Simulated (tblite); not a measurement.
C7H5FN (doublet state).
Cartesian coordinates in Å at the GFN2-xTB level; atoms count from 1:
```
atom  x, y, z in Å
N1     3.1963    0.0688   -0.7986
C2     2.0360   -0.1304   -0.5017
C3     0.8861   -0.2105    0.1557
C4     0.1164   -1.1795    0.7905
C5    -1.0366   -0.2541    1.0430
C6    -1.9925   -0.1354   -0.1360
C7    -1.2560    0.8136   -0.7035
F8    -1.3247    1.4836   -1.8596
C9    -0.1954    0.8603    0.3494
H10    3.5571   -0.0396   -1.7397
H11    0.2422   -2.2311    0.9405
H12   -1.4503   -0.1655    2.0421
H13   -2.8745   -0.6818   -0.4045
H14    0.0952    1.8012    0.8003
```

All values are computed: GFN2-xTB (tblite) harmonic vibrations without scaling, gas phase. This tight-binding method is rough: wavenumbers can miss measured ones by several per cent, in bad cases by 10 to 20. One conformer, not necessarily the lowest. Open shells enter through the occupations alone, without spin polarisation, and single modes of such species can be off by tens of per cent.

Harmonic wavenumbers (cm⁻¹): 88.6, 128.5, 189.1, 258.8, 353.4, 391.0, 434.1, 481.3, 535.4, 576.3, 607.6, 640.3, 681.2, 788.4, 904.8, 925.1, 946.3, 983.3, 989.0, 1012.3, 1082.4, 1102.6, 1111.4, 1122.5, 1159.2, 1187.9, 1205.6, 1260.7, 1442.8, 1703.5, 2119.0, 3006.3, 3039.2, 3156.5, 3170.3, 3309.5.

A = 2835, B = 1364, C = 1005 MHz; mass 122.041 u (most abundant isotopes); point group C1, symmetry number 1; spin multiplicity 2.

Problem. What is the zero-point energy?

Solution. ½Σν̃ = 21047 cm⁻¹ = 60.18 kcal/mol.

Problem. What is S at 273.15 K and 1 bar for an ideal gas of classical rigid rotors and harmonic oscillators?

Solution. Translation 39.90, rotation 28.54, vibration 15.83, spin (R ln 2) 1.38: S = 85.7 cal/(mol K).

Problem. And Cp and H(273.15 K) − H(0)?

Solution. Cp = 29.27 cal/(mol K), of which vibrations give 21.32 (their classical limit is 36 R = 71.5); H(273.15 K) − H(0) = 4.74 kcal/mol without the zero-point energy, 2.57 from vibrations.

Problem. Which modes carry the vibrational entropy at 273.15 K?

Solution. 88.6 cm⁻¹: 3.52; 128.5 cm⁻¹: 2.80; 189.1 cm⁻¹: 2.08; 258.8 cm⁻¹: 1.52; 353.4 cm⁻¹: 1.02; 391.0 cm⁻¹: 0.87 cal/(mol K); the other 30 give 4.03 together.

Problem. How do the functions run with temperature in this model?

Solution. 
```
 T (K)  S (cal/(mol K))  Cp (cal/(mol K))  H − H(0) (kcal/mol)  G − H(0) (kcal/mol)  ln q(vib)
    50             57.2              10.2                 0.43                -2.43       0.11
   100             65.4              13.9                 1.03                -5.51       0.61
298.15             88.3              31.5                 5.50               -20.83       3.68
373.15             96.1              37.8                 8.11               -27.75       5.04
   500            108.4              46.4                13.48               -40.73       7.44
   750            129.5              57.1                26.55               -70.56      12.16
  1000            146.8              63.4                41.68              -105.16      16.59
```

q(vib) and H(0) count from the zero-point level.

Problem. What must be added to the electronic energy to get the Gibbs energy at 273.15 K and 1 bar?

Solution. ZPE + [H(273.15 K) − H(0)] − T·S = 60.18 + 4.74 − 23.40 = 41.52 kcal/mol.

Problem. Blend soft modes into free rotors: weight 1/[1 + (100 cm⁻¹/ν̃)⁴] for the oscillator and the rest for a rotor with moment μB/(μ + B), μ = h/(8π²ν), B = 10⁻⁴⁴ kg m². What vibrational entropy results?

Solution. 15.39 cal/(mol K) in place of 15.83, which changes −T·S at 273.15 K by +0.12 kcal/mol.

Hindered rotation and anharmonicity are outside this model. Other conformers, if any are populated, would add a mixing term that is left out. The structure is chiral; the term R ln 2 for an equal mix with its mirror image is left out.
